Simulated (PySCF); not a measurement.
**Correlation energy of Be (beryllium, neutral)**

[He] 2s2, closed-shell 1S. All numbers are calculated (PySCF 2.14, the spin-free X2C one-electron Hamiltonian (Gaussian nucleus), in Sapporo-DZP-2012). Frozen: 1s2; 2 electrons correlated.

Total MP2 correlation energy: -22.79 mhartree.

Same-spin part 0.00 and opposite-spin part -22.79 mhartree; SCS-MP2 scales them by 1/3 and 6/5 to -27.34 mhartree.

With two correlated electrons CCSD is exact within the correlated space (frozen core and kept virtual orbitals).

```json
{"level": "CCSD", "correlation energy (mhartree)": "-44.51"}
```

Diagnostics: T1 = 0.018, D1 = 0.0258, largest double amplitude 0.184.

Problem. Is a single reference adequate?

Solution. Not fully. A double-excitation amplitude exceeds 0.15, a sign of near-degeneracy.
